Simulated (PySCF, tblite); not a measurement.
Species: C4H8F3PSi.
Z-matrix (Å and degrees, GFN2-xTB geometry), rows numbered from 1:
```
C 
Si  1  1.8951
P   2  2.2647  1  105.84
C   3  1.8473  2   98.70  1   173.90
C   3  1.8233  2   96.20  1    74.72
F   5  1.3503  3  119.27  2    75.22
C   5  1.3280  3  121.99  2  -105.00
F   7  1.3289  5  121.89  3     0.16
F   7  1.3276  5  127.30  3   178.42
H   1  1.0870  2  111.60  3   -69.13
H   1  1.0851  2  111.04  3   170.66
H   1  1.0868  2  110.79  3    50.64
H   2  1.4701  1  111.46  3   123.30
H   2  1.4683  1  112.59  3  -114.00
H   4  1.0874  3  111.93  2   -50.13
H   4  1.0881  3  107.64  2    70.40
H   4  1.0892  3  109.25  2  -171.72
```

Method: PBE0/pcSseg-1 in PySCF (dipole) on a GFN2-xTB geometry, gas phase.

Masses are those of the commonest isotopes; rigid-rotor values at the optimised geometry. The values belong to one conformer with, in the numbering `[CH3:1][SiH2:2][P:3]([CH3:4])[C:5]([F:6])=[C:7]([F:8])[F:9]`, C1–Si2–P3–C4 174°, Si2–P3–C5–F6 75°.

Give the principal moments of inertia and the rotational constants in cm⁻¹.

Ia = 365.07, Ib = 599.23, Ic = 751.21 u·Å²; 505379 MHz·u·Å²/I gives 1384, 843.4 and 672.8 MHz, that is A = 0.04618, B = 0.02813, C = 0.02244 cm⁻¹.

What kind of rotor is it?

An asymmetric top. Ray's parameter κ = (2B − A − C)/(A − C) = -0.520; −1 is the prolate and +1 the oblate limit.

What does the inertial defect say?

Not planar: Δ = Ic − Ia − Ib = -213.10 u·Å². For a rigid frame Δ = −2 Σ m c², so Σ m c² = 106.55 u·Å² lies off the ab plane: 7.31 from hydrogen and 99.24 from heavier atoms. The atom farthest from that plane is 1.89 Å away.

Give the other two planar moments, Paa and Pbb, and the rms extents of the mass along the axes.

Paa = Σ m a² = (Ib + Ic − Ia)/2 = 492.69 and Pbb = Σ m b² = (Ia + Ic − Ib)/2 = 258.53 u·Å². With the mass M = 172.01 u, the rms extents √(P/M) along a, b and c are 1.69, 1.23, 0.79 Å.

Give the coordinates in the principal-axis frame, origin at the centre of mass.

The sense of each axis is arbitrary; atoms in the order of the calculation.
```tsv
atom	mass (u)	a (Å)	b (Å)	c (Å)
C1	12.000	-1.477	2.446	0.324
Si2	27.977	-2.089	0.660	0.493
P3	30.974	-0.788	-0.573	-0.890
C4	12.000	-1.408	-2.253	-0.433
C5	12.000	0.698	-0.552	0.167
F6	18.998	0.735	-1.331	1.269
C7	12.000	1.752	0.205	-0.116
F8	18.998	1.782	0.994	-1.185
F9	18.998	2.870	0.324	0.590
H10	1.008	-0.487	2.571	0.755
H11	1.008	-2.146	3.136	0.827
H12	1.008	-1.418	2.736	-0.721
H13	1.008	-2.039	0.204	1.890
H14	1.008	-3.455	0.482	-0.016
H15	1.008	-1.413	-2.405	0.644
H16	1.008	-2.420	-2.347	-0.820
H17	1.008	-0.781	-3.008	-0.906
```

List the rotational levels J(Ka,Kc) to J = 3 (cm⁻¹).

Above 0(0,0):
J = 1: 1(0,1) 0.0506, 1(1,1) 0.0686, 1(1,0) 0.0743
J = 2: 2(0,2) 0.1506, 2(1,2) 0.1641, 2(1,1) 0.1811, 2(2,1) 0.2353, 2(2,0) 0.2364
J = 3: 3(0,3) 0.2980, 3(1,3) 0.3066, 3(1,2) 0.3406, 3(2,2) 0.3870, 3(2,1) 0.3925, 3(3,1) 0.4921, 3(3,0) 0.4922
The levels of one J sum to (2J + 1)J(J + 1)(A + B + C)/3.

Predict some low-J microwave lines.

The dipole components are |μa| = 1.59 D, |μb| = 0.04 D, |μc| = 0.15 D. Intensities carry the squares of the components, which stand as 1.00 : 0.00 : 0.01 (a : b : c). Some lines, for components of 0.1 D or more:

```
type  branch         J(Ka,Kc)    MHz  lower level (cm⁻¹)
   a       Q  4(2,2) ← 4(2,3)    446               0.588
   c       Q  4(2,3) ← 4(1,3)   1106               0.551
   c       Q  3(2,2) ← 3(1,2)   1391               0.341
   a       R  1(0,1) ← 0(0,0)   1516               0.000
   a       R  3(1,3) ← 2(1,2)   4273               0.164
   a       R  3(1,2) ← 2(1,1)   4780               0.181
   a       R  4(2,3) ← 3(2,2)   6037               0.387
   a       R  4(3,2) ← 3(3,1)   6122               0.492
   c       R  3(2,2) ← 2(1,2)   6683               0.164
   c       R  5(4,1) ← 4(3,1)  11964               0.697
```

Its GFN2-xTB frequencies are all real (lowest 16 cm⁻¹). These are rigid-rotor constants of the computed structure; measured ground-state constants (B0) also hold zero-point vibration. A rigid rotor knows nothing of internal rotation, which can split or shift real lines.
